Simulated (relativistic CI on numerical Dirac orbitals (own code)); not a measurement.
The spin-orbit constant of Fe⁷⁺ from its measured fine structure

Problem. The ground term 2D of Fe⁷⁺ (3s2 3p6 3d) has the measured levels J = 3/2: 0.0, J = 5/2: 1836.0 cm⁻¹ (Corliss and Sugar, J. Phys. Chem. Ref. Data 11, 135 (1982)). Test the interval rule and estimate ζ(3d).

Working.
1. In LS coupling E(J) − E(J − 1) = AJ. The intervals give A = 734.4 (J = 5/2) cm⁻¹.
2. A doublet has one interval, so the rule cannot be tested.
3. The whole width divided by the sum of the upper J values gives a mean A = 734.4 cm⁻¹.
4. For the Hund term of a shell that is less than half full, A = +ζ/2S with 2S = 1, so ζ = 734 cm⁻¹.

Check. The value calculated from Dirac-Coulomb-Breit radial functions of this configuration is ζ = 713 cm⁻¹, 3 % below the estimate from measurement. The same recipe applied to the calculated levels returns 717 cm⁻¹, which shows the bias of the recipe itself.
